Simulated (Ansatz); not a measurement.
Consider the ligand exchange at the Al–N bond: `C[NH][Al]([OH])[F]` + H₂Se → `[OH][Al]([F])[SeH]` + CH₃NH₂.

Calculated with Ansatz (gas phase, PBE0-D4/def2-TZVP geometries, no zero-point term in ΔE). CCSD(T)/CBS is the MP2 limit (def2-TZVPP, def2-QZVPP) plus CCSD(T) − MP2 in def2-TZVPP, frozen cores. DFT in def2-TZVPP. B3LYP here is the variant with VWN-RPA as its local correlation; programs differ in this. For Se outer-core shells are correlated without core-valence functions, which leaves a few kJ/mol of doubt a bond. Scalar relativity is left out up to krypton. One conformer a species, not always the lowest.

`C[NH][Al]([OH])[F]`:

Cartesian coordinates in Å:
```
C 0.016 -1.540 -0.095
N 0.089 -0.274 -0.796
Al 0.008 1.335 -0.107
O -0.178 1.513 1.560
F 0.113 2.649 -1.099
H -0.102 -1.366 0.976
H -0.838 -2.145 -0.422
H 0.923 -2.141 -0.229
H 0.200 -0.388 -1.791
H -0.230 2.357 2.003
```

H₂Se:

Z-matrix (Å, degrees):
```
Se
H 1 1.467
H 1 1.467 2 91.2
```

`[OH][Al]([F])[SeH]`:

```xyz
6

O    -0.654   -0.861    1.470
Al    0.268   -0.212    0.226
F     1.875   -0.546    0.206
Se   -0.613    1.113   -1.436
H    -1.594   -0.736    1.583
H     0.717    1.241   -2.048
```

CH₃NH₂:

Z-matrix (Å, degrees):
```
C
N 1 1.453
H 1 1.092 2 109.4
H 1 1.100 2 115.4 3 -121.6
H 1 1.092 2 109.4 3 116.8
H 2 1.012 1 110.6 3 62.6
H 2 1.012 1 110.6 3 -179.3
```

**Question.** Is it downhill or uphill in electronic energy at CCSD(T)/CBS, and by how much? (Estimate.)

**Answer.** Ansatz gave: Downhill: ΔE = -28.5 kJ/mol.

**Question.** What do these levels give: PBE0-D4, r2SCAN, PBE0, B3LYP, SCS-MP2/def2-TZVPP, CCSD/def2-TZVPP, CCSD(T)/def2-TZVPP, MP2/def2-QZVPP, SCS-MP2/def2-QZVPP, HF/CBS(def2), MP2/CBS(def2), CCSD/CBS(def2)? (An estimate is asked.)

**Answer.** Ansatz gave: PBE0-D4 -32.3, r2SCAN -28.9, PBE0 -33.2, B3LYP -23.7, SCS-MP2/def2-TZVPP -23.3, CCSD/def2-TZVPP -23.7, CCSD(T)/def2-TZVPP -24.4, MP2/def2-QZVPP -28.4, SCS-MP2/def2-QZVPP -25.2, HF/CBS(def2) -27.1, MP2/CBS(def2) -30.4, CCSD/CBS(def2) -27.8 kJ/mol.

Largest T1 diagnostic among the species: 0.011.
